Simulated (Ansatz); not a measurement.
`BC([SiH3])OC` + H₂ → `BC[SiH3]` + CH₃OH  (hydrogenolysis of a C–O bond)

Computed with Ansatz on PBE0-D4/def2-TZVP structures; ΔE is electronic, products minus reactants. CCSD(T)/CBS adds triple-zeta CCSD(T) − MP2 to the extrapolated MP2 energy (def2 sets, frozen cores). This one scheme is used for every species. Functionals use def2-TZVPP. B3LYP here is the variant with VWN-RPA as its local correlation; programs differ in this. One conformer a species, not always the lowest.

Task: Is it downhill or uphill in electronic energy at CCSD(T)/CBS, and by how much? (An estimate is asked.)

Result: The calculation gave: Downhill: ΔE = -122.5 kJ/mol.

Task: What do these levels give: r2SCAN-D4, ωB97M-V, B2PLYP, PBE, B3LYP, SCS-MP2/def2-TZVPP, CCSD(T)/def2-TZVPP, HF/def2-QZVPP, MP2/def2-QZVPP, SCS-MP2/def2-QZVPP, MP2/CBS(def2), CCSD/CBS(def2)? (Best estimate.)

Result: Ansatz gave: r2SCAN-D4 -109.5, ωB97M-V -117.1, B2PLYP -125.8, PBE -108.7, B3LYP -127.6, SCS-MP2/def2-TZVPP -128.1, CCSD(T)/def2-TZVPP -121.7, HF/def2-QZVPP -160.1, MP2/def2-QZVPP -123.9, SCS-MP2/def2-QZVPP -129.1, MP2/CBS(def2) -124.1, CCSD/CBS(def2) -131.4 kJ/mol.

Largest T1 diagnostic among the species: 0.013.

The D4 term adds +13.0 kJ/mol with B3LYP and +7.3 kJ/mol with PBE0; it sums over pairs of atoms, weighted by their polarisabilities, and B3LYP, whose exchange is more repulsive, gets the larger term. From PBE to PBE0 (25 % exact exchange), in def2-TZVPP and without D4, ΔE moves by −13.2 kJ/mol. In def2-TZVPP, CCSD(T) changes the Hartree–Fock value by +38.0 kJ/mol (the triples alone add +8.9 kJ/mol) and MP2 by +36.4 kJ/mol.
